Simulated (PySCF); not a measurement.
Species: PbMe4, C₄H₁₂Pb.
Structure used (PBE0-D3(BJ)/def2-SVP), in Å, numbered top down from 1:
```xyz
17
C4H12Pb angstrom
Pb    -0.006    0.002    0.002
C      0.002   -0.025    2.245
H     -1.026    0.070    2.619
H      0.605    0.813    2.619
H      0.433   -0.972    2.598
C      2.109    0.009   -0.741
H      2.115   -0.096   -1.835
H      2.659   -0.829   -0.291
H      2.595    0.955   -0.463
C     -1.063    1.841   -0.724
H     -0.944    1.927   -1.813
H     -0.631    2.727   -0.238
H     -2.131    1.773   -0.478
C     -1.057   -1.824   -0.766
H     -2.049   -1.900   -0.299
H     -0.468   -2.718   -0.518
H     -1.172   -1.752   -1.856
```

Method: PBE0-D3(BJ)/def2-SVP geometry optimisation, gas phase, def2 core potentials past Kr in PySCF 2.14.0.

Take the most abundant isotopes and a rigid rotor. 

(1) What are A, B and C (cm⁻¹)?

(2) Classify the top.

Results:

(1) Ia = 224.14, Ib = 224.30, Ic = 224.92 u·Å²; 505379 MHz·u·Å²/I gives 2255, 2253 and 2247 MHz, that is A = 0.07521, B = 0.07516, C = 0.07495 cm⁻¹.

(2) A spherical top, as the point group T requires three equal moments; the computed ones differ by 0.34 % because the geometry is symmetric only within the optimiser's tolerance.

The point group T allows no dipole (computed: 0.01 D), so a rigid rotor has no electric-dipole lines.

Q: Estimate the classical rotational partition function at 25 K, 200 K and 500 K.

A: Point group T, symmetry number σ = 12; q = (√π/σ)·√((kT/h)³/(ABC)), k/h = 20836.6 MHz/K: 520 at 25 K, 11800 at 200 K, 46500 at 500 K.

Not checked by PBE0-D3(BJ)/def2-SVP frequencies. These are rigid-rotor constants of the computed structure; measured ground-state constants (B0) also hold zero-point vibration.

The run took 30 s wall, 3.2 min CPU on 4 threads, Intel Xeon 6975P-C (x86_64) (shared host), and the process peaked at 0.64 GiB of memory. That covers the optimisation of the geometry.
